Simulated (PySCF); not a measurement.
**Radial density of Tl⁺ (thallium, charge +1)**

UHF, [Xe] 4f14 5d9 6s2 6p1, one real determinant (an excited configuration). Computed with PySCF 2.14 in x2c-TZVPPall with one added diffuse shell each of s, p, d, f type (12s8p7d4f, 99 functions), with the spin-free X2C one-electron Hamiltonian (Gaussian nucleus).

```tsv
r (bohr)	4πr²ρ (e/bohr)	4πr²(ρα − ρβ)
0.0130	112.4	0.0017
0.0218	99.46	0.0061
0.0366	135.3	0.0161
0.0616	143.6	0.0513
0.104	123.9	0.1117
0.174	124.6	0.0046
0.293	84.92	0.2054
0.493	65.84	0.0137
0.830	24.66	0.6931
1.40	10.87	0.7974
2.35	2.446	0.5086
3.95	0.3706	0.2083
6.64	0.01034	0.0089
```

Densities and radii are taken from the X2C orbitals without a picture-change correction, which distorts them close to the nucleus.

⟨L²⟩ = 8.01 against 12 for a pure F term, so this real determinant mixes terms. Spin-orbit coupling, absent here, splits the open shell strongly.
